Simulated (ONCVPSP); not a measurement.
B, ONCV: configuration errors across variants

- Element: boron (B)
- Generator: ONCVPSP 4.0.1
- Type: optimised norm-conserving Vanderbilt (ONCV)
- Functional: PBE
- Relativity: scalar-relativistic
- Frozen core: [He]
- Valence charge: 3
- Reference configuration: 2s1.75 2p1.25
- Partial waves: 2s: rc 1.10 bohr, ncon 3, nbas 7, qcut 7 1/bohr, 2 projectors, debl 0.9 Ha; 2p: rc 3.20 bohr, ncon 4, nbas 7, qcut 3.6 1/bohr, 2 projectors, debl 0.4 Ha
- Local potential: polynomial inside 0.95 bohr (lpopt 5, dvloc0 1 Ha)
- Core correction: polynomial model core, fcfact 0.5

All-electron excitation energies from the reference (eV): (1) 2s2 2p1 -1.460; (2) 2s2 2p0 6.759; (3) 2s1 2p0 32.182; (4) 2s0 2p3 10.261.

A true bound ghost makes a file unfit for plane-wave use even where its test errors are small: the radial tests pick states by their node count and pass the ghost by.

Errors AE − PS in meV (a dash: test not solved or not reliable):

| change | (1) | (2) | (3) | (4) | bound ghosts | GHOST(+) flags above zero |
| --- | --- | --- | --- | --- | --- | --- |
| base | -1.7 | +169 | +514 | -90 | none | none |
| s: rc 0.76; local potential polynomial inside 0.76 bohr (lpopt 5, dvloc0 1 Ha) | -1.6 | +169 | +509 | -94 | s | s |
| s: rc 0.86; local potential polynomial inside 0.86 bohr (lpopt 5, dvloc0 1 Ha) | -1.6 | +169 | +509 | -99 | s, p | none |
| s: rc 0.96 | -1.5 | +169 | +509 | -94 | s | none |
| s: rc 1.06 | -1.7 | +169 | +512 | -91 | none | none |
| s: rc 1.12 | -1.7 | +169 | +514 | -89 | none | none |
| s: rc 1.2 | -1.8 | +169 | +517 | -88 | none | none |
| s: rc 1.3 | -1.8 | +169 | +517 | -88 | none | none |
| s: rc 1.4 | -1.8 | +169 | +517 | -88 | none | none |
| s: rc 1.58 | -1.9 | +169 | +517 | -90 | none | none |

Give the same row for: s: rc 1.52.

-1.9, +169, +517, -89; bound ghosts: none; GHOST(+) flags above zero: none.
